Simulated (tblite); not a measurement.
Record of a relaxation.

Compound: C4H6F3Ge (doublet state).
Numbering: `[F:1]/[CH:2]=[CH:3]/[CH2:4][GeH2:5][C:6]([F:7])[F:8]` (hydrogens: H9 on C2; H10 on C3; H11, H12 on C4; H13, H14 on Ge5)
Bond orders are those of one Lewis drawing.

Computed with GFN2-xTB (tblite), gas phase: L-BFGS steps from a force-field or distance-geometry start until the largest atomic force falls under 0.01 eV/Å. 9 of its 98 geometries are shown.

Step 0: E = -751.5455 eV, largest atomic force 2.267 eV/Å
```
atom  x, y, z in Å  |  force x, y, z in eV/Å
F1     -2.618    0.549    1.866    0.120   0.179  -0.904
C2     -1.963    0.321    0.698    1.366  -1.594   0.857
C3     -1.011   -0.639    0.662   -1.159   0.827  -0.366
C4     -0.272   -0.930   -0.614   -0.549  -1.426   0.782
Ge5     0.951    0.514   -1.042    0.101   1.036  -1.557
C6      2.232    0.760    0.388   -0.105  -0.761   1.117
F7      1.575    1.140    1.539    0.925  -0.507  -0.796
F8      2.918   -0.420    0.617   -0.570   1.230   0.185
H9     -2.191    0.904   -0.170   -0.477   0.411   0.129
H10    -0.817   -1.225    1.551    0.092   0.136  -0.141
H11    -0.985   -1.098   -1.446    0.431   0.144   0.360
H12     0.320   -1.867   -0.466   -0.446   0.581  -0.243
H13     1.703    0.164   -2.345   -0.147   0.190   0.435
H14     0.156    1.826   -1.260    0.418  -0.446   0.142
```

Step 12: E = -751.8410 eV, largest atomic force 0.160 eV/Å
```
atom  x, y, z in Å  |  force x, y, z in eV/Å
F1     -2.632    0.581    1.833    0.036  -0.035   0.016
C2     -1.958    0.294    0.710   -0.014   0.014   0.039
C3     -1.046   -0.661    0.653   -0.001  -0.095  -0.069
C4     -0.312   -0.986   -0.598    0.087   0.075  -0.111
Ge5     0.941    0.517   -1.106   -0.032  -0.087   0.068
C6      2.176    0.712    0.386    0.075   0.030   0.016
F7      1.661    1.154    1.545    0.079  -0.054  -0.091
F8      2.960   -0.347    0.656   -0.037   0.108   0.032
H9     -2.261    0.923   -0.115   -0.048   0.002  -0.059
H10    -0.800   -1.220    1.543   -0.020   0.013   0.043
H11    -0.989   -1.125   -1.440   -0.056  -0.019   0.021
H12     0.289   -1.890   -0.486   -0.112   0.055   0.031
H13     1.739    0.221   -2.343    0.031  -0.010   0.038
H14     0.232    1.827   -1.260    0.011   0.003   0.026
```

Step 24: E = -751.8640 eV, largest atomic force 0.167 eV/Å
```
atom  x, y, z in Å  |  force x, y, z in eV/Å
F1     -2.618    0.563    1.864   -0.025  -0.038  -0.016
C2     -2.011    0.276    0.702   -0.003   0.000   0.008
C3     -1.089   -0.669    0.618    0.040  -0.004   0.040
C4     -0.358   -0.999   -0.631   -0.015   0.050  -0.003
Ge5     0.969    0.479   -1.072   -0.107  -0.126  -0.026
C6      2.233    0.730    0.371    0.025   0.006   0.069
F7      1.760    1.233    1.519    0.036   0.015   0.042
F8      3.093   -0.253    0.672    0.017   0.016  -0.002
H9     -2.382    0.888   -0.109    0.011  -0.011  -0.036
H10    -0.817   -1.202    1.516    0.029  -0.003   0.053
H11    -1.048   -1.089   -1.470    0.078   0.041  -0.041
H12     0.191   -1.937   -0.524   -0.072   0.099  -0.030
H13     1.804    0.178   -2.284   -0.043   0.006  -0.023
H14     0.273    1.802   -1.195    0.029  -0.050  -0.036
```

Step 36: E = -751.8790 eV, largest atomic force 0.060 eV/Å
```
atom  x, y, z in Å  |  force x, y, z in eV/Å
F1     -2.665    0.527    1.866   -0.008  -0.016  -0.008
C2     -2.060    0.245    0.702   -0.008  -0.009  -0.017
C3     -1.110   -0.671    0.615    0.011   0.041   0.042
C4     -0.393   -0.985   -0.642   -0.025   0.012   0.036
Ge5     0.997    0.433   -1.031    0.046   0.031   0.022
C6      2.284    0.744    0.388   -0.015  -0.001  -0.042
F7      1.863    1.296    1.532   -0.002  -0.023  -0.023
F8      3.210   -0.177    0.682   -0.021   0.000  -0.012
H9     -2.454    0.833   -0.116   -0.021  -0.017  -0.011
H10    -0.794   -1.177    1.516   -0.004  -0.022   0.021
H11    -1.065   -0.974   -1.500    0.002  -0.010   0.018
H12     0.087   -1.960   -0.578   -0.002   0.013  -0.036
H13     1.797    0.112   -2.260    0.020  -0.005   0.014
H14     0.303    1.751   -1.193    0.026   0.007  -0.003
```

Step 48: E = -751.8844 eV, largest atomic force 0.056 eV/Å
```
atom  x, y, z in Å  |  force x, y, z in eV/Å
F1     -2.728    0.492    1.858   -0.010  -0.005   0.024
C2     -2.099    0.214    0.707   -0.033   0.008   0.011
C3     -1.113   -0.663    0.638    0.018   0.005  -0.001
C4     -0.406   -0.956   -0.628    0.044   0.013  -0.025
Ge5     1.020    0.431   -1.028   -0.012   0.004  -0.020
C6      2.316    0.751    0.374    0.015  -0.021   0.043
F7      1.898    1.298    1.523    0.016  -0.014  -0.014
F8      3.246   -0.168    0.662   -0.018   0.010  -0.004
H9     -2.503    0.769   -0.127   -0.046   0.026  -0.017
H10    -0.782   -1.159    1.539    0.026  -0.004   0.011
H11    -1.090   -0.902   -1.475    0.006  -0.020  -0.019
H12     0.053   -1.943   -0.607    0.004   0.001   0.013
H13     1.827    0.072   -2.242   -0.016  -0.004   0.011
H14     0.360    1.763   -1.217    0.008   0.002  -0.012
```

Step 61: E = -751.8916 eV, largest atomic force 0.049 eV/Å
```
atom  x, y, z in Å  |  force x, y, z in eV/Å
F1     -2.819    0.392    1.885    0.025   0.022  -0.016
C2     -2.195    0.166    0.718    0.004  -0.043  -0.023
C3     -1.126   -0.609    0.640    0.015   0.002   0.004
C4     -0.412   -0.893   -0.625   -0.001   0.009  -0.010
Ge5     1.055    0.444   -1.031    0.012   0.024  -0.001
C6      2.360    0.734    0.370   -0.003  -0.004  -0.006
F7      1.975    1.275    1.531   -0.016   0.016   0.010
F8      3.285   -0.198    0.631    0.008  -0.033  -0.003
H9     -2.681    0.663   -0.110   -0.014  -0.008   0.006
H10    -0.729   -1.045    1.545    0.002   0.009   0.028
H11    -1.089   -0.843   -1.477   -0.008   0.009  -0.009
H12     0.045   -1.881   -0.598   -0.017  -0.007   0.017
H13     1.857   -0.008   -2.216   -0.004   0.022  -0.001
H14     0.472    1.802   -1.284   -0.003  -0.017   0.004
```

Step 73: E = -751.8957 eV, largest atomic force 0.053 eV/Å
```
atom  x, y, z in Å  |  force x, y, z in eV/Å
F1     -2.829    0.379    1.890   -0.022   0.013  -0.024
C2     -2.236    0.129    0.712    0.014  -0.037  -0.003
C3     -1.111   -0.563    0.643   -0.014  -0.003   0.007
C4     -0.405   -0.863   -0.621   -0.011   0.004  -0.012
Ge5     1.072    0.462   -1.039    0.025  -0.023   0.008
C6      2.380    0.705    0.371    0.007  -0.002   0.020
F7      2.003    1.246    1.534   -0.003   0.006  -0.008
F8      3.252   -0.278    0.632   -0.014   0.006  -0.010
H9     -2.795    0.531   -0.122    0.019   0.015   0.014
H10    -0.669   -0.923    1.562    0.040   0.035  -0.002
H11    -1.082   -0.807   -1.473   -0.022  -0.040   0.005
H12     0.040   -1.858   -0.580   -0.002   0.033  -0.032
H13     1.873    0.017   -2.227   -0.005  -0.020  -0.005
H14     0.506    1.822   -1.306   -0.011   0.012   0.043
```

Step 85: E = -751.9009 eV, largest atomic force 0.030 eV/Å
```
atom  x, y, z in Å  |  force x, y, z in eV/Å
F1     -2.840    0.388    1.878    0.000  -0.002  -0.001
C2     -2.260    0.090    0.704    0.000   0.009   0.007
C3     -1.085   -0.511    0.642    0.007  -0.004  -0.004
C4     -0.404   -0.841   -0.629    0.000   0.001   0.001
Ge5     1.077    0.472   -1.045   -0.011   0.023   0.000
C6      2.384    0.661    0.374    0.002  -0.006   0.002
F7      2.023    1.225    1.532    0.005  -0.004   0.000
F8      3.205   -0.363    0.644    0.006   0.007   0.010
H9     -2.872    0.386   -0.137    0.002  -0.009  -0.005
H10    -0.569   -0.755    1.561   -0.012   0.001   0.016
H11    -1.101   -0.807   -1.466    0.006  -0.009  -0.011
H12     0.044   -1.833   -0.580   -0.010  -0.010   0.002
H13     1.871    0.041   -2.240    0.002  -0.013  -0.027
H14     0.525    1.846   -1.259    0.004   0.015   0.008
```

Step 97: E = -751.9013 eV, largest atomic force 0.007 eV/Å
```
atom  x, y, z in Å  |  force x, y, z in eV/Å
F1     -2.848    0.385    1.876   -0.002  -0.004  -0.002
C2     -2.269    0.082    0.703   -0.002   0.003  -0.002
C3     -1.085   -0.502    0.643    0.002  -0.002  -0.002
C4     -0.404   -0.835   -0.628    0.003  -0.003   0.000
Ge5     1.081    0.476   -1.046    0.003  -0.006   0.001
C6      2.392    0.653    0.372    0.000  -0.005  -0.001
F7      2.029    1.220    1.528    0.003   0.000  -0.004
F8      3.209   -0.371    0.648    0.001   0.001  -0.003
H9     -2.888    0.357   -0.139   -0.001   0.004  -0.002
H10    -0.565   -0.730    1.563   -0.002   0.003   0.005
H11    -1.099   -0.806   -1.467    0.002   0.001   0.004
H12     0.044   -1.828   -0.574    0.001   0.001   0.001
H13     1.860    0.040   -2.252   -0.003   0.004   0.004
H14     0.544    1.858   -1.248   -0.006   0.003   0.001
```

**Question.** Summarise the path.

**Answer.** The energy falls by 34.33 kJ/mol from step 0 to step 97; nine tenths of that is first reached at step 25. It falls at every step. The largest force goes from 2.267 to 0.007 eV/Å. Among the bonds C4–Ge5 changes most, from 1.940 to 2.024 Å; the atoms move by 0.389 Å rms after alignment.

**Question.** Follow the three bonds and two angles with the largest change from start to end.

**Answer.** 
```csv
step,E above end (kJ/mol),largest force (eV/Å),C4–Ge5 (Å),Ge5–H14 (Å),Ge5–H13 (Å),Ge5–C6–F8 (°),Ge5–C6–F7 (°)
0,34.33,2.267,1.940,1.549,1.545,110.0,109.7
4,8.79,0.288,2.017,1.490,1.491,113.4,113.3
8,6.85,0.186,1.999,1.502,1.505,115.1,115.5
13,5.52,0.143,2.024,1.494,1.499,116.8,117.1
17,4.94,0.094,2.014,1.499,1.502,117.3,117.0
21,4.34,0.149,2.032,1.500,1.503,118.2,116.7
25,3.41,0.110,2.028,1.500,1.502,119.6,117.4
30,2.64,0.093,2.021,1.494,1.500,120.4,118.6
34,2.26,0.077,2.026,1.497,1.501,120.6,118.9
38,2.06,0.058,2.024,1.498,1.501,120.6,118.6
42,1.88,0.069,2.027,1.498,1.500,120.6,118.7
46,1.69,0.046,2.028,1.497,1.501,120.4,118.6
51,1.53,0.070,2.028,1.498,1.502,120.8,119.1
55,1.21,0.076,2.024,1.495,1.498,120.9,119.3
59,1.01,0.051,2.028,1.500,1.501,120.6,119.5
63,0.90,0.048,2.027,1.497,1.501,119.8,119.5
67,0.82,0.052,2.029,1.498,1.500,119.6,119.6
72,0.58,0.059,2.027,1.497,1.501,119.4,119.7
76,0.37,0.070,2.029,1.499,1.499,119.1,119.3
80,0.15,0.043,2.027,1.497,1.503,119.2,119.4
84,0.05,0.028,2.024,1.496,1.499,119.1,119.5
89,0.02,0.016,2.024,1.497,1.501,119.4,119.6
93,0.01,0.014,2.024,1.497,1.500,119.3,119.5
97,0.00,0.007,2.024,1.496,1.500,119.6,119.2
```

The cost below is that of the whole relaxation. The run took 0.49 s of wall time on one thread of an Arm Neoverse V2, shared host with 96 logical CPUs at a one-minute load of 65.
